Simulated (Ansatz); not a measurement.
Consider the ligand exchange at the Si–C bond: `C[SiH2]S[SiH2]Cl` + HCl → `Cl[SiH2]S[SiH2]Cl` + CH₄.

Gas-phase electronic energies from Ansatz, PBE0-D4/def2-TZVP geometries. CBS: MP2 limit from def2 TZ/QZ plus the TZ coupled-cluster correction, frozen cores. This one scheme is used for every species. One conformer a species, not always the lowest.

```
            species  CCSD/def2-TZVPP energy (Eh)
 `C[SiH2]S[SiH2]Cl`                  -1477.88945
                HCl                   -460.32332
`Cl[SiH2]S[SiH2]Cl`                  -1897.81756
                CH₄                    -40.43238
```

Work out ΔE.

ΔE = (-1897.81756) + (-40.43238) − (-1477.88945) − (-460.32332) = -0.03717 Eh = -23.3 kcal/mol. CCSD(T)/CBS gives -24.3 kcal/mol.

Largest T1 diagnostic among the species: 0.010.

In def2-TZVPP, CCSD(T) changes the Hartree–Fock value by +2.6 kcal/mol (the triples alone add −0.0 kcal/mol) and MP2 by +1.3 kcal/mol.
